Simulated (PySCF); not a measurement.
```xyz
8

N      1.8821    -0.7941    -0.4562
Si     0.9081     0.3017     0.1864
Si    -1.3854    -0.0441    -0.0372
H      2.8887    -0.6968    -0.3919
H      1.3144     1.5402     0.9258
H     -2.0000    -0.1245     1.3148
H     -1.6229    -1.2973    -0.7906
H     -1.9850     1.1149    -0.7511
```

Charge 0, multiplicity 1.

Question: Give the Mulliken and meta-Löwdin atomic charges from PBE0-D3(BJ)/def2-TZVP (PySCF).

Answer: 
```csv
atom,Mulliken (e),meta-Löwdin (e)
N1,-0.53,-0.72
Si2,0.30,0.57
Si3,0.02,0.20
H4,0.22,0.23
H5,-0.02,-0.11
H6,0.00,-0.06
H7,0.02,-0.05
H8,0.00,-0.06
```
